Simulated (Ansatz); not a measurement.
One change: `[NH]=[Ta]([NH2])([NH2])[Cl]` becomes `[NH]=[Ta]([NH2])([OH])[Cl]`.

Ansatz, PBE0-D4/def2-TZVP geometries, multiplicity 1. Each molecule was computed in one conformer, which needn't be the lowest.

Elements past krypton have def2 core potentials.

```json
{"property": "HOMO–LUMO gap (PBE0/def2-TZVPP) / eV", "`[NH]=[Ta]([NH2])([NH2])[Cl]`": "6.99"}
{"property": "HOMO energy (B3LYP/def2-TZVPP) / eV", "`[NH]=[Ta]([NH2])([NH2])[Cl]`": "-7.22"}
{"property": "size of the dipole moment (B3LYP/def2-TZVPP) / D", "`[NH]=[Ta]([NH2])([NH2])[Cl]`": "3.00"}
{"property": "zero-point energy (PBE0-D4/def2-TZVP) / kJ/mol", "`[NH]=[Ta]([NH2])([NH2])[Cl]`": "172.5"}
{"property": "HOMO–LUMO gap (ωB97M-V/def2-TZVPP) / eV", "`[NH]=[Ta]([NH2])([NH2])[Cl]`": "10.98"}
{"property": "size of the dipole moment (PBE/def2-TZVPP) / D", "`[NH]=[Ta]([NH2])([NH2])[Cl]`": "3.00"}
```

(1) What does the change do to each property? (Best estimate.)

Results:

(1) The calculation gave: 
| property | `[NH]=[Ta]([NH2])([OH])[Cl]` | shift |
| --- | --- | --- |
| HOMO–LUMO gap (PBE0/def2-TZVPP) / eV | 7.19 | 0.20 |
| HOMO energy (B3LYP/def2-TZVPP) / eV | -7.53 | -0.31 |
| size of the dipole moment (B3LYP/def2-TZVPP) / D | 2.83 | -0.17 |
| zero-point energy (PBE0-D4/def2-TZVP) / kJ/mol | 141.4 | -31.1 |
| HOMO–LUMO gap (ωB97M-V/def2-TZVPP) / eV | 11.30 | 0.32 |
| size of the dipole moment (PBE/def2-TZVPP) / D | 2.85 | -0.15 |

With PBE0 the HOMO falls by 0.32 eV and the LUMO falls by 0.12 eV, so the gap widens by about 0.20 eV. PBE moves the HOMO by -0.34 eV and ωB97M-V by -0.30 eV. The zero-point energy changes by -31.1 kJ/mol with -3 modes. Dipoles are sizes alone; their direction can turn.

B3LYP here is the variant with VWN-RPA as its local correlation; programs differ in this.
